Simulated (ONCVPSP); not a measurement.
**What one change does to a pseudopotential (Hg (Z = 80), ONCV)**

Hg (Z = 80), optimised norm-conserving Vanderbilt (ONCV), made with ONCVPSP 4.0.1 (PBE, scalar-relativistic). Core [Kr] 4d10 4f14, reference 5s2 5p6 5d10 6s2. Waves: 5s+6s: rc 1.15 bohr, ncon 3, nbas 8, qcut 8.2 1/bohr, 2 projectors; 5p: rc 1.75 bohr, ncon 4, nbas 8, qcut 9.7 1/bohr, 2 projectors, debl 1.7 Ha; 5d: rc 1.60 bohr, ncon 4, nbas 9, qcut 10.4 1/bohr, 2 projectors, debl 0.9 Ha. Local part: polynomial inside 0.85 bohr (lpopt 4, dvloc0 4 Ha). Core correction: none.

In the p channel the program set the typed energies aside and used -2.444, 0.250 Ha.

Change: s: qcut 5.8; p: qcut 6.9; d: qcut 7.4.

Cutoffs: the cutoffs (Ha) at which the residual kinetic energy of the hardest occupied pseudo-wave falls to 1 and 0.1 mHa per electron; they do not see the model core or the augmentation charge, which bear on the density cutoff. Errors are all-electron minus pseudo energies relative to the spin-unpolarised reference configuration.

What does the change do?

A bound ghost appears in s, which as a rule spoils a file; of the 4 tests that both files solve, the error grows in 2 and shrinks in 0 by more than 15 % and 0.3 meV (median size 7.7 → 9.6 meV).

```tsv
quantity	base	changed
cutoffs, loose and tight	31 Ha, 126 Ha	not determined
bound ghosts	none	s
GHOST(+) flags under 300 eV	s at 222.7 eV	s at 198.2 eV
error for 5s2 5p6 5d10 6s1, meV [ΔE 10.69 eV]	-3.9	-4.6
error for 5s2 5p6 5d10 6s0, meV [ΔE 29.66 eV]	-11	-15
error for 5s2 5p6 5d9 6s0, meV [ΔE 65.19 eV]	-18	-20
error for 5s2 5p6 5d10 6s1.5, meV [ΔE 4.36 eV]	-1.5	-1.7
s: phases at 1.17 bohr within 0.05 rad from the reference energy up to (Ha; the scan ends near 5)	to the end of the scan	4.7
p: phases at 1.77 bohr within 0.05 rad from the reference energy up to (Ha; the scan ends near 5)	to the end of the scan	to the end of the scan
d: phases at 1.62 bohr within 0.05 rad from the reference energy up to (Ha; the scan ends near 5)	to the end of the scan	to the end of the scan
```

 A true bound ghost makes a file unfit for plane-wave use even where its test errors are small: the radial tests pick states by their node count and pass the ghost by.
